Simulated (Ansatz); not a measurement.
`CN(C)[SiH2]O` + CH₄ → `C[SiH2]N(C)C` + H₂O at 700 K and 1 bar (formal exchange of groups at the Si–O bond).

Program: Ansatz. Geometries: PBE0-D4/def2-TZVP. ΔE: electronic, gas phase. CCSD(T)/CBS adds triple-zeta CCSD(T) − MP2 to the extrapolated MP2 energy (def2 sets, frozen cores). This one scheme is used for every species. Each species was taken in one conformer, which may not be the lowest.

```tsv
species	CCSD(T)/CBS energy (Eh)	H − E (kJ/mol)	S (J/(mol·K))
`CN(C)[SiH2]O`	-500.53774	390.2	493.8
CH₄	-40.46206	145.9	224.0
`C[SiH2]N(C)C`	-464.57799	455.5	516.5
H₂O	-76.37941	80.5	218.4
```

H − E and S are ideal-gas, rigid-rotor, harmonic terms from PBE0-D4/def2-TZVP, for one conformer and one mirror image of each species. 1 Eh = 2625.50 kJ/mol, R = 8.31446 J/(mol·K).

Task: By hand: ΔE, ΔH, ΔS and ΔG.

Result: ΔE = (-464.57799) + (-76.37941) − (-500.53774) − (-40.46206) = 0.04240 Eh = 111.3 kJ/mol. Δ(H − E) = 455.5 + 80.5 − 390.2 − 145.9 = -0.1, so ΔH = 111.2 kJ/mol. ΔS = 516.5 + 218.4 − 493.8 − 224.0 = 17.1 J/(mol·K). ΔG = 111.2 − 700 × (17.1)/1000 = 99.2 kJ/mol.

Task: By hand: the equilibrium constant, and the temperature at which ΔG would vanish if ΔH and ΔS stayed fixed.

Result: log₁₀ K = −ΔG/(RT ln 10) = -7.4. ΔG = 0 at ΔH/ΔS = 6503 K, far beyond where these terms or the molecules hold.

ΔH outweighs TΔS. A doubt of 5 kJ/mol in ΔE shifts log₁₀ K by 0.4 here. Other conformers and mirror images would add mixing entropy, several J/(mol·K) or more a flexible species. Modes under 60 cm⁻¹, often nearly free rotors, make the harmonic entropy too high. These are equilibria of isolated gas molecules and say nothing of rates. Largest T1 diagnostic: 0.011 (customary marks: 0.02 for closed shells, 0.045 for open ones).
